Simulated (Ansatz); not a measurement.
Geometry optimisation of CH₇BGaN, SMILES `BN[CH2][GaH2]`.

```yaml
crystal:
  periodic: [false, false, false]
  atoms:
    - {symbol: B, position_ang: [-0.603560, 1.802690, 0.559630]}
    - {symbol: N, position_ang: [0.231490, 0.726550, 0.342600]}
    - {symbol: C, position_ang: [-0.046630, -0.678410, 0.593670]}
    - {symbol: Ga, position_ang: [0.392650, -1.604230, -1.198520]}
    - {symbol: H, position_ang: [-0.198600, 2.879770, 0.341120]}
    - {symbol: H, position_ang: [-1.687470, 1.611400, 0.962850]}
    - {symbol: H, position_ang: [1.187870, 0.880200, 0.037810]}
    - {symbol: H, position_ang: [0.558070, -1.050170, 1.436060]}
    - {symbol: H, position_ang: [-1.097280, -0.789620, 0.881630]}
    - {symbol: H, position_ang: [1.048750, -0.654930, -2.296940]}
    - {symbol: H, position_ang: [0.214700, -3.123240, -1.659900]}
basis:
  gaussian: {orbitals: def2-TZVP}
hamiltonian: {xc: pbe0, dispersion: d4}
relax: {f_tol: 0.005, max_steps: 150}
```

```sh
$ ansatz run in.yaml --threads 4 --pin off --events-out ev --progress --plain --max-ram 10444MiB
```

It prints (some lines left out):

```
Functional definition: PBE0
mean field -55685.34748728 eV, -2046.3987752735 hartree, gradient 6.1e-5 eV, S^2 0.000000; 0 other end points of the search recorded, 0 dependent functions left out
relax step   1: F+E_penalty+E_count = -55685.51920898 eV  Δ(F+E_penalty+E_count) = +0.000e0 eV  max|allowed force component| = 7.987e-1 eV/Å  Δτ_max = 0.0000 Å  (28 SCF iters, accepted)
mean field -55685.45830877 eV, -2046.4028478880 hartree, gradient 1.7e-5 eV, S^2 0.000000; 0 other end points of the search recorded, 0 dependent functions left out
relax step   2: F+E_penalty+E_count = -55685.62913066 eV  Δ(F+E_penalty+E_count) = -1.099e-1 eV  max|allowed force component| = 5.905e-1 eV/Å  Δτ_max = 0.1792 Å  (30 SCF iters, accepted)
mean field -55685.49194436 eV, -2046.4040839730 hartree, gradient 2.1e-5 eV, S^2 0.000000; 0 other end points of the search recorded, 0 dependent functions left out
relax step   3: F+E_penalty+E_count = -55685.66331840 eV  Δ(F+E_penalty+E_count) = -3.419e-2 eV  max|allowed force component| = 3.076e-1 eV/Å  Δτ_max = 0.0737 Å  (32 SCF iters, accepted)
mean field -55685.50334744 eV, -2046.4045030287 hartree, gradient 2.0e-5 eV, S^2 0.000000; 0 other end points of the search recorded, 0 dependent functions left out
relax step   4: F+E_penalty+E_count = -55685.67446023 eV  Δ(F+E_penalty+E_count) = -1.114e-2 eV  max|allowed force component| = 1.765e-1 eV/Å  Δτ_max = 0.0884 Å  (32 SCF iters, accepted)
mean field -55685.50820810 eV, -2046.4046816547 hartree, gradient 1.4e-5 eV, S^2 0.000000; 0 other end points of the search recorded, 0 dependent functions left out
relax step   5: F+E_penalty+E_count = -55685.67864450 eV  Δ(F+E_penalty+E_count) = -4.184e-3 eV  max|allowed force component| = 2.122e-1 eV/Å  Δτ_max = 0.1999 Å  (29 SCF iters, accepted)
mean field -55685.51124961 eV, -2046.4047934282 hartree, gradient 2.1e-5 eV, S^2 0.000000; 0 other end points of the search recorded, 0 dependent functions left out
relax step   6: F+E_penalty+E_count = -55685.68166779 eV  Δ(F+E_penalty+E_count) = -3.023e-3 eV  max|allowed force component| = 8.089e-2 eV/Å  Δτ_max = 0.0878 Å  (30 SCF iters, accepted)
mean field -55685.51143564 eV, -2046.4048002644 hartree, gradient 2.0e-5 eV, S^2 0.000000; 0 other end points of the search recorded, 0 dependent functions left out
relax step   7: F+E_penalty+E_count = -55685.68187086 eV  Δ(F+E_penalty+E_count) = -2.031e-4 eV  max|allowed force component| = 6.172e-2 eV/Å  Δτ_max = 0.0169 Å  (32 SCF iters, accepted)
mean field -55685.51210559 eV, -2046.4048248848 hartree, gradient 2.0e-5 eV, S^2 0.000000; 0 other end points of the search recorded, 0 dependent functions left out
relax step   8: F+E_penalty+E_count = -55685.68249832 eV  Δ(F+E_penalty+E_count) = -6.275e-4 eV  max|allowed force component| = 2.983e-2 eV/Å  Δτ_max = 0.0198 Å  (32 SCF iters, accepted)
mean field -55685.51219666 eV, -2046.4048282316 hartree, gradient 2.0e-5 eV, S^2 0.000000; 0 other end points of the search recorded, 0 dependent functions left out
relax step   9: F+E_penalty+E_count = -55685.68256148 eV  Δ(F+E_penalty+E_count) = -6.316e-5 eV  max|allowed force component| = 1.976e-2 eV/Å  Δτ_max = 0.0053 Å  (33 SCF iters, accepted)
mean field -55685.51223192 eV, -2046.4048295273 hartree, gradient 2.0e-5 eV, S^2 0.000000; 0 other end points of the search recorded, 0 dependent functions left out
relax step  10: F+E_penalty+E_count = -55685.68257448 eV  Δ(F+E_penalty+E_count) = -1.300e-5 eV  max|allowed force component| = 1.343e-2 eV/Å  Δτ_max = 0.0032 Å  (33 SCF iters, accepted)
mean field -55685.51223652 eV, -2046.4048296964 hartree, gradient 2.0e-5 eV, S^2 0.000000; 0 other end points of the search recorded, 0 dependent functions left out
relax step  11: F+E_penalty+E_count = -55685.68258553 eV  Δ(F+E_penalty+E_count) = -1.105e-5 eV  max|allowed force component| = 6.480e-3 eV/Å  Δτ_max = 0.0013 Å  (23 SCF iters, accepted)
mean field -55685.51222331 eV, -2046.4048292108 hartree, gradient 2.0e-5 eV, S^2 0.000000; 0 other end points of the search recorded, 0 dependent functions left out
relax step  12: F+E_penalty+E_count = -55685.68258609 eV  Δ(F+E_penalty+E_count) = -5.643e-7 eV  max|allowed force component| = 6.255e-3 eV/Å  Δτ_max = 0.0034 Å  (33 SCF iters, accepted)
mean field -55685.51222973 eV, -2046.4048294468 hartree, gradient 8.0e-6 eV, S^2 0.000000; 0 other end points of the search recorded, 0 dependent functions left out
relax step  13: F+E_penalty+E_count = -55685.68259188 eV  Δ(F+E_penalty+E_count) = -5.790e-6 eV  max|allowed force component| = 3.229e-3 eV/Å  Δτ_max = 0.0007 Å  (22 SCF iters, accepted)
mean field -55685.51222973 eV, -2046.4048294468 hartree, gradient 7.9e-6 eV, S^2 0.000000; 1 other end points of the search recorded, 0 dependent functions left out
Total energy: -55685.68263021 eV, -2046.4110915489 hartree
Atom 0 at    -0.644069     1.806896     0.627681 Å, force     0.001476     0.003229     0.000601 eV/Å
Atom 1 at     0.274544     0.799084     0.396384 Å, force     0.001843    -0.000836    -0.000608 eV/Å
Atom 2 at     0.038662    -0.630510     0.452879 Å, force    -0.001307    -0.000450    -0.001490 eV/Å
Atom 3 at     0.413413    -1.611108    -1.235598 Å, force     0.000126     0.000267     0.000199 eV/Å
Atom 4 at    -0.291008     2.945278     0.514140 Å, force    -0.000062    -0.000431    -0.000240 eV/Å
Atom 5 at    -1.766333     1.510415     0.928669 Å, force    -0.001360    -0.001311    -0.000370 eV/Å
Atom 6 at     1.211634     1.051458     0.121282 Å, force    -0.000583     0.000326     0.000831 eV/Å
Atom 7 at     0.623319    -1.094975     1.259277 Å, force    -0.001770     0.000858     0.000257 eV/Å
Atom 8 at    -1.008962    -0.795191     0.720193 Å, force     0.002024    -0.001286     0.001304 eV/Å
Atom 9 at     1.209583    -0.881653    -2.379365 Å, force    -0.000029     0.000712    -0.000575 eV/Å
Atom 10 at    -0.060792    -3.099684    -1.405531 Å, force    -0.000359    -0.001077     0.000090 eV/Å
Dipole moment:     0.246238    -0.291904     0.003361 e Å
```

It took 43 s on 4 threads of an Arm Neoverse V2 on a shared host, with 0.47 GiB of host memory at the peak.
